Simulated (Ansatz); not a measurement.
`C[O][Ga]([F])[SH]`. Charge 0, multiplicity 1. Geometry: relaxed with PBE0-D4/def2-TZVP. It is one conformer, not always the lowest.

```xyz
9

C     0.281   -1.299    0.923
O    -0.322   -0.065    0.594
Ga    0.028    0.801   -0.902
F     1.175    0.055   -1.994
S    -0.883    2.699   -1.423
H     0.963   -1.664    0.148
H     0.846   -1.191    1.854
H    -0.497   -2.053    1.078
H    -1.591    2.717   -0.279
```

(1) What is the dipole moment at B3LYP/def2-TZVPP? (Estimate.)

(2) And with PBE, r2SCAN, ωB97M-V? (Best estimate.)

(3) Give the Mulliken charges with B3LYP, ωB97M-V, r2SCAN in def2-TZVPP. (Best estimate.)

## Answers

(1) Computed: 1.58 D, with components (-0.81, -0.01, 1.35) D in this frame, pointing from negative to positive charge.

(2) Ansatz gave: PBE 1.57 D, r2SCAN 1.62 D, ωB97M-V 1.52 D.

(3) Ansatz gave: 
```
atom  B3LYP  ωB97M-V  r2SCAN
  C1  -0.11    -0.16    0.02
  O2  -0.39    -0.39   -0.39
 Ga3   0.67     0.67    0.68
  F4  -0.39    -0.38   -0.38
  S5  -0.21    -0.21   -0.22
  H6   0.10     0.11    0.06
  H7   0.10     0.11    0.06
  H8   0.10     0.11    0.06
  H9   0.12     0.13    0.12
```

B3LYP here is the variant with VWN-RPA as its local correlation; programs differ in this.
